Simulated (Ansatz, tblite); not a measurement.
Cost and result up the ladder for GeH2MeF (CH₅FGe) (8 atoms). The state is a singlet with charge 0. Geometry: r2SCAN-D4/def2-TZVP.

Cartesian coordinates in Å:
```
Ge 0.083 -0.696 0.559
H 0.302 -0.327 2.033
H 1.051 -1.795 0.097
C 0.028 0.837 -0.624
H 0.986 1.360 -0.615
H -0.753 1.525 -0.298
H -0.187 0.512 -1.642
F -1.509 -1.417 0.490
```

Ansatz on 4 threads of Arm Neoverse V1 on a shared host; xTB runs through tblite on one thread. Times are rough, summed over both states, and most runs start from the orbitals of an earlier one. PBE0-D4/def2-TZVP serves as the yardstick here, not as an exact answer. The other state is a doublet.

The xTB rows come from tblite.

Run but left out: PBE-D4/def2-TZVP (charge +1 doublet: an occupied level 0.01 eV above an empty one).

Raw xTB energies of ions are shifted by several eV.

| level | functions | wall time |
| --- | --- | --- |
| GFN2-xTB | 22 | 0.006 s |
| GFN1-xTB | 27 | 0.008 s |
| PBE0-D4/def2-TZVP | 140 | 5.5 s |
| r2SCAN-D4/def2-TZVP (with forces) | 140 | 7.5 s |

Task: Estimate what each level gives for the vertical IE (eV).

Result: 
| level | vertical IE (eV) | difference from PBE0-D4/def2-TZVP (eV) |
| --- | --- | --- |
| GFN2-xTB | 15.04 | 3.68 |
| GFN1-xTB | 15.62 | 4.26 |
| PBE0-D4/def2-TZVP | 11.36 | 0.00 |
| r2SCAN-D4/def2-TZVP (with forces) | 11.16 | -0.20 |
